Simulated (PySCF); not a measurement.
Compound: C6H9FO2.
Z-matrix (Å and degrees, PBE0-D3(BJ)/def2-SVP geometry), rows numbered from 1:
```
C 
C   1  1.5064
O   2  1.4196  1  108.07
C   3  1.3341  2  117.53  1   177.92
C   4  1.3379  3  134.22  2     0.21
F   5  1.3347  4  129.30  3     0.39
C   5  1.4935  4  110.65  3   179.63
O   7  1.4078  5  104.42  4     1.74
C   8  1.4088  7  111.25  5    -2.39
H   1  1.0998  2  110.24  3  -179.28
H   1  1.0998  2  110.58  3   -59.33
H   1  1.0999  2  110.77  3    60.64
H   2  1.1042  1  111.35  3  -120.15
H   2  1.1038  1  111.29  3   120.21
H   7  1.1081  5  112.18  4   121.58
H   7  1.1094  5  111.87  4  -118.26
H   9  1.1080  4  111.08  3   -60.46
H   9  1.1070  4  111.16  3    58.74
```

Linear response at wB97X-D/def2-SVPD (PySCF, frozen core in the response, non-relativistic). One conformer (not necessarily the lowest) at the PBE0-D3(BJ)/def2-SVP geometry, without solvent, vibrations or thermal averaging.

Static isotropic polarisability: 79.13 au (11.73 Å³), principal values 61.5, 78.6, 97.2 au.

Question: What is the polarisability at 1064 nm and at the sodium D line?

Answer: 79.72 au at 1064 nm (+0.7 %), 81.11 au at 589.3 nm (+2.5 %). The rise at 589.3 nm is 3.37 times that at 1064 nm; a pure ω² law gives 3.26. The lowest singlet lies at 208 nm, shorter than both wavelengths.

Question: What is the isotropic C6 coefficient between two such molecules, C6 = (3/π)∫α(iω)² dω?

Answer: 2857 au (Eh·bohr⁶) by a ten-point quadrature over imaginary frequencies, which is 1710 eV·Å⁶ or 165 J·nm⁶/mol.

Question: Which effective excitation energy ω̄ makes London's formula C6 = (3/4)α²ω̄ exact here?

Answer: ω̄ = 4·C6/(3α²) = 0.608 Eh = 16.6 eV. A one-pole form α(ω) = α/(1 − ω²/ω̄²) fitted to the 1064 nm value gives 13.6 eV. London's choice of the ionisation energy (8.41 eV, ΔSCF at the same level) gives C6 = 1450 au, 49 % too low.

Question: What three-body coefficient follows from the one-pole estimate C9 = (3/4)·α·C6?

Answer: 170000 au. This is an estimate from the two numbers above, not a computed integral.

Question: How anisotropic is the static polarisability, by Δα² = ½[(α1 − α2)² + (α2 − α3)² + (α3 − α1)²]?

Answer: Δα = 30.9 au, or 0.39 of the isotropic value.

Question: The lowest 10 singlets have (eV, f): 5.96, 0.007; 6.65, 0.004; 6.97, 0.333; 7.34, 0.003; 7.47, 0.024; 7.69, 0.002; 7.71, 0.029; 7.85, 0.027; 7.87, 0.034; 8.08, 0.013. What share of the static polarisability do they carry in the sum over states α = Σ f/ω²?

Answer: 6.90 au, 8.7 % of α; the largest term, 5.08 au, is that of the state at 6.97 eV. Their oscillator strengths add up to 0.48. Higher states carry the rest.

Question: How many electrons N does the Slater–Kirkwood formula C6 = (3/4)·√N·α^(3/2) need to give this C6?

Answer: N = (4·C6/3)²/α³ = 29.3; the species has 70 electrons in all.

Question: What does −C6/R⁶ come to at R = 12 Å between centres?

Answer: -55 J/mol. This is the leading, orientation-averaged term; C8 and higher terms are left out.

Time: 2.8 min; peak memory 1.2 GiB. Hardware: an Intel Xeon Platinum 8259CL at 2.50 GHz with one thread, no GPU (shared host). This is the whole response run at wB97X-D/def2-SVPD, SCF included.

The pairwise dispersion term of wB97X-D wasn't added to the energies; at a given geometry it leaves orbitals and properties as they are.
